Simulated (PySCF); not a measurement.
**Spin-orbit coupling and the third ionisation energy along the third row**

Two-component X2C-1e calculated with PySCF 2.14: MP2 on generalised Hartree-Fock spinors (GMP2), with spin-orbit coupling off and on (screened by Boettger's factors); no Breit or QED terms. Values in eV; the references (NIST) lie between the lowest levels. Elements whose determinants are no pure J levels are left out.

```csv
element,configurations,spin-free,with spin-orbit,shift,reference
"Al (x2c-TZVPPall-2c, [Ne] frozen)",[Ne] 3s1 → [Ne],28.070,28.070,0.000,28.448
"Si (x2c-TZVPPall-2c, [Ne] frozen)",[Ne] 3s2 → [Ne] 3s1,32.900,32.900,0.000,33.493
"P (x2c-TZVPPall-2c, [Ne] frozen)",[Ne] 3s2 3p1 → [Ne] 3s2,29.858,29.902,0.044,30.203
"Ar (x2c-TZVPPall-2c, [Ne] frozen)",[Ne] 3s2 3p4 → [Ne] 3s2 3p3,40.173,40.243,0.070,40.735 ± 0.012 (s)
```

The largest shift is at Ar, 0.070 eV, where spin-orbit coupling lowers the species with more electrons by more than the one with fewer (starting occupations 3p1/2^2 3p3/2^2 and 3p1/2^2 3p3/2^1).

What remains against the references is mostly the basis and correlation beyond MP2. References marked (s) are semi-empirical, (t) theoretical.
